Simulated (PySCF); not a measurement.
Computed shifts of a molecule CH11NSi3, B3LYP/pcSseg-1 (PySCF), GIAO, gas phase, atoms alike by connectivity averaged where their shifts nearly agree, in ppm (number of nuclei): ¹³C: 4.6 (1). ²⁹Si: -24.9 (1), -42.8 (1), -105.0 (1). ¹⁵N: 12.2 (1). ¹H: 5.33 (1), 5.20 (1), 4.96 (2), 3.62 (3), 0.50 (3), -0.51 (1). References: ¹³C against TMS (σ = 181.3 ppm); ²⁹Si against TMS (σ = 338.7 ppm); ¹⁵N against NH3 (σ = 265.5 ppm); ¹H against TMS (σ = 31.68 ppm), references at their B3LYP-D3(BJ)/def2-TZVP geometries, non-relativistic. Geometry: PBE0-D3(BJ)/def2-SVP. One conformer was computed; it need not be the lowest.

Which molecule gave these data?
A. CN([SiH3])[SiH2][SiH3]
B. C[SiH2]N[SiH2][SiH3]
C. NC[SiH]([SiH3])[SiH3]
D. C[Si@H](N)[SiH2][SiH3]

B, C[SiH2]N[SiH2][SiH3]
